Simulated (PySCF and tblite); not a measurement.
The numbers below are computed, except where a source is named.
**Barrier and rate of a rotation**

System: C₈H₆N (charge +1), numbered as in [cH:1]1[cH:2][c:3](-[c+:4]2[cH:5][cH:6]2)[cH:7][cH:8][n:9]1.

Motion: rotation about the C3–C4 bond (torsion C2–C3–C4–C5 from 0° to 180°, rising). Level: PBE0/pcSseg-1 + D3(BJ), IEF-PCM acetone on GFN2-xTB stationary points, with GFN2-xTB thermal terms. Rates follow Eyring's equation with the number of equivalent paths and no tunnelling. (PySCF 2.14 with density fitting, tblite 0.8.)

| point | symmetry | E(GFN2) kcal/mol | E(DFT) kcal/mol | ZPE change kcal/mol | lowest mode cm⁻¹ |
| --- | --- | --- | --- | --- | --- |
| start | C2v | 0.0 | 0.0 | 0.00 | 106 |
| saddle | Cs | 8.7 | 7.8 | -0.50 | 134i |
| end | C2v | 0.0 | 0.0 | 0.00 | 106 |

| Item | Value |
| --- | --- |
| Electronic barrier | 7.8 kcal/mol |
| Barrier with zero-point energy | 7.3 kcal/mol |
| ΔH‡ (298 K) | 6.8 kcal/mol |
| ΔS‡ (298 K, symmetry apart) | -3.0 cal/(mol K) |
| Paths | 4 equivalent paths |
| End point | the same structure with atoms interchanged, or its mirror image |
| Mean lifetime of the start against this motion at 298 K | 19 ns |
| Cost | 80 s on 1 thread of Intel Xeon Platinum 8375C @ 2.90GHz, on a host shared with other jobs (rough), peak memory 1 GiB, launched as `OMP_NUM_THREADS=1 python ens_run.py task.json out` |

```tsv
T/K	ΔG‡ kcal/mol	k s⁻¹
200	7.5	1.1×10⁵
250	7.6	4.7×10⁶
298	7.7	5.3×10⁷
350	7.9	3.5×10⁸
400	8.1	1.3×10⁹
```

ΔG and ΔG‡ leave out symmetry numbers and mirror images; rates count paths: 4 out.

The ion is treated without a counter-ion.
